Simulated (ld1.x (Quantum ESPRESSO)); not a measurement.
# indium (In): one change to a TM potential, before and after

```
Element                 : In (Z = 49)
Generator               : ld1.x (Quantum ESPRESSO) 7.5
Type                    : norm-conserving Troullier–Martins (Kleinman–Bylander form)
Functional              : PBE
Relativity              : scalar-relativistic
Frozen core             : [Kr] 4d10
Valence charge          : 3
Reference configuration : 5s2 5p0 (charge +1)
Partial waves           : 5s (bound): rc 1.65 bohr; 5p (bound, empty): rc 2.35 bohr; 5d channel at 0.15 Ry: rc 2.45 bohr
Local potential         : the d channel
Core correction         : none
```

Change: wave 5d channel at 0.15 Ry: rc 2.45 bohr becomes 5d channel at 0.15 Ry: rc 2.86 bohr.

Cutoffs: the cutoffs (Ry, on a coarse ladder) from which the occupation-weighted sum of valence levels, in a spherical-Bessel basis at the reference potential, stays within 10 and 1 mRy of its value at 400 Ry; they do not see the model core or the augmentation charge, which bear on the density cutoff. Errors are all-electron minus pseudo energies relative to the spin-unpolarised reference configuration.

Predict the effect on cutoff, ghosts and configuration errors.

The potential gets neither clearly harder nor softer (30 Ry and 80 Ry → 30 Ry and 80 Ry); both files keep a bound ghost (p, s); of the 7 tests that both files solve, the error grows in 0 and shrinks in 4 by more than 15 % and 0.3 meV (median size 52.0 → 35.1 meV). That the errors move this way runs against the usual rule that smaller radii transfer better.

```tsv
quantity	base	changed
cutoff, loose	30 Ry	30 Ry
cutoff, tight	80 Ry	80 Ry
bound ghosts	s, p	s, p
error for 5s2 5p1, meV [ΔE -5.36 eV]	+38	+19
error for 5s1 5p0, meV [ΔE 19.23 eV]	+81	+67
error for 5s2 5p0.5, meV [ΔE -3.42 eV]	+13	+8.7
error for 5s2 5p1.3, meV [ΔE -5.90 eV]	+52	+22
error for 5s1 5p1, meV [ΔE 6.59 eV]	+37	+35
error for 5s1 5p2, meV [ΔE 0.48 eV]	+105	+95
error for 5s0 5p3, meV [ΔE 6.58 eV]	+249	+246
```

 A true bound ghost makes a file unfit for plane-wave use even where its test errors are small: the radial tests pick states by their node count and pass the ghost by.
